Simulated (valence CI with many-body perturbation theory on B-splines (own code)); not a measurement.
**Au⁷³⁺: what each term of the Hamiltonian does**

Computed by configuration interaction combined with many-body perturbation theory (CI+MBPT): four valence electrons over a frozen Dirac-Fock core [He], a basis of 11 s, 11 p, 9 d, 7 f, 5 g, 2 h, 1 i functions for each j, with the one-electron correlation potential Σ1 (screened to all orders), the two-electron term Σ2, the three-electron term Σ3, Breit, model QED; selected single and double excitations, second order for the rest (own B-spline code, finite nucleus).

The last digits are not significant, and no measured levels were compared; by estimate large intervals hold to a few tenths of a per cent, small ones and those within an open d or f shell to about a per cent. Among the levels kept, up to 300 cm⁻¹ of a level comes from second order outside the variational space, and about a tenth of that is noise between levels of different J, which matters for small intervals.

Each rung adds one term. CI alone is the Dirac-Coulomb CI over the frozen core; QED comes last and gives the full result, which names the levels. Energies are above (2s^2 2p1/2^2) J=0 on the same rung, in Ry.

Levels are named by their leading jj configuration (3d3/2^4 stands for four electrons in 3d with j = 3/2), which in mixed levels can hold well under half, so a name can repeat and another be missing. Letters in brackets count levels of one name in rising energy.

| Level | CI alone | Σ1 | Σ2 | Σ3 | Breit | QED | Full |
| --- | --- | --- | --- | --- | --- | --- | --- |
| (2s^2 2p1/2 2p3/2) J=1 | 142.69 | +0.020 | -0.004 | -0.002 | -2.036 | +0.161 | 140.83 |
| (2s^2 2p1/2 2p3/2) J=2 | 144.77 | +0.020 | -0.002 | -0.004 | -2.779 | +0.161 | 142.16 |
| (2s 2p1/2^2 2p3/2) J=2 | 168.01 | -0.009 | -0.021 | -0.006 | -0.825 | -1.531 | 165.62 |
| (2s 2p1/2^2 2p3/2) J=1 | 174.81 | -0.009 | -0.033 | -0.013 | -0.528 | -1.536 | 172.69 |
| (2s^2 2p3/2^2) J=2 | 289.08 | +0.040 | -0.002 | -0.006 | -4.293 | +0.298 | 285.12 |
| (2s^2 2p3/2^2) J=0 | 293.36 | +0.040 | +0.005 | -0.010 | -3.475 | +0.296 | 290.22 |
| (2s 2p1/2 2p3/2^2) J=2 [a] | 308.17 | +0.012 | -0.015 | -0.005 | -2.609 | -1.374 | 304.18 |
| (2s 2p1/2 2p3/2^2) J=3 | 312.70 | +0.012 | -0.017 | -0.008 | -3.766 | -1.375 | 307.54 |
| (2s 2p1/2 2p3/2^2) J=0 | 316.16 | +0.012 | -0.011 | -0.010 | -1.984 | -1.377 | 312.79 |
| (2s 2p1/2 2p3/2^2) J=1 [a] | 318.52 | +0.012 | -0.036 | -0.014 | -2.489 | -1.381 | 314.61 |
| (2s 2p1/2 2p3/2^2) J=2 [b] | 319.83 | +0.012 | -0.031 | -0.015 | -3.199 | -1.380 | 315.22 |
| (2s 2p1/2 2p3/2^2) J=1 [b] | 319.43 | +0.012 | -0.021 | -0.013 | -2.430 | -1.379 | 315.59 |
| (2p1/2^2 2p3/2^2) J=2 | 345.76 | -0.017 | -0.057 | -0.018 | -1.186 | -3.047 | 341.43 |
| (2p1/2^2 2p3/2^2) J=0 | 350.20 | -0.017 | -0.051 | -0.018 | -0.353 | -3.047 | 346.71 |
| (2s 2p3/2^3) J=2 | 459.09 | +0.032 | -0.013 | -0.011 | -4.546 | -1.218 | 453.33 |
| (2s 2p3/2^3) J=1 | 465.80 | +0.032 | -0.026 | -0.016 | -4.278 | -1.223 | 460.29 |
| (2p1/2 2p3/2^3) J=1 | 489.33 | +0.003 | -0.047 | -0.018 | -2.686 | -2.919 | 483.66 |
| (2p1/2 2p3/2^3) J=2 | 491.40 | +0.003 | -0.044 | -0.018 | -3.420 | -2.919 | 485.00 |
| (2p3/2^4) J=0 | 637.47 | +0.023 | -0.035 | -0.018 | -4.377 | -2.765 | 630.30 |

The middle columns are the shifts that each term adds.

Problem. How does the ionisation energy move along the ladder, and which term matters most?

Solution. CI alone 21525, + Σ1 21526, + Σ2 21526, + Σ3 21526, + Breit 21475, + QED 21474 eV. The largest step is Breit, -50 eV. NIST lists 21470 ± 90 eV (theoretical).
